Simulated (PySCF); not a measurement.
**SiBH2N2F3**

The system: SiBH2N2F3, a molecule drawn as a unit of a network glass or zeolite (built as: Si B3, F ends, N bridges); neutral, singlet. The structure was relaxed in the gas phase by PBE0-D3(BJ)/def2-SVP. No frequency run checks that it is a minimum.

SMILES: FB1N[Si](F)(F)N1

Coordinates in Å:
```
F1     -0.570    2.307   -0.713
B2     -0.257    1.078   -0.336
N3      0.141    0.618    0.974
Si4     0.239   -0.951    0.292
F5      1.668   -1.683    0.294
F6     -0.756   -2.072    0.868
N7     -0.235   -0.126   -1.134
H8      0.264    1.101    1.848
H9     -0.450   -0.295   -2.102
```

Shieldings: GIAO PBE0/pcSseg-2. Shifts are against computed references at the same level: H TMS (σ 31.24 ppm), Si TMS (σ 341.3 ppm). Core levels by delta-SCF with SCAN, pcX-2 on the ionised atom and pcseg-1 elsewhere, spin-free X2C (2p3/2 is the spin-free 2p value less a third of a first-order spin-orbit splitting); from the vacuum level, for chosen atoms.

(1) Give the shieldings and core levels atom by atom.

(2) By CAM-B3LYP/def2-SVPD (TDDFT singlets, Tamm-Dancoff triplets, ionisation by delta-SCF), where does absorption start, and what does vertical ionisation take?

Results:

(1) 
| atoms | bonded to | σ (ppm) | δ (ppm) | core level (eV) |
| --- | --- | --- | --- | --- |
| F1 | 1 B | 313.7 | - | 1s 693.40 |
| B2 | 1 F + 2 N | 76.8 | - | 1s 198.76 |
| N3 N7 | 1 B + 1 Si + 1 H | 202.3 | - | 1s 405.22 |
| Si4 | 2 F + 2 N | 415.8 | -74.5 | 2p3/2 109.74 |
| F5 F6 | 1 Si | 330.5 | - | 1s 693.09 |
| H8 H9 | 1 N | 28.95 | 2.29 | - |

Values are those of this one static structure; atoms that internal rotation interchanges would show their mean in an NMR spectrum.

(2) The first singlet with intensity lies at 7.86 eV (f 0.043); what lies below it is dark. The lowest singlet lies at 6.58 eV (f 0.000), the strongest of the first 6 at 7.92 eV (f 0.054), the lowest triplet at 6.36 eV; vertical ionisation takes 10.33 eV.

The 3 runs behind this took 100 s in all, one thread each of Arm Neoverse V1 on a shared host, launched as `OMP_NUM_THREADS=1 python cluster_run.py task.json out`.
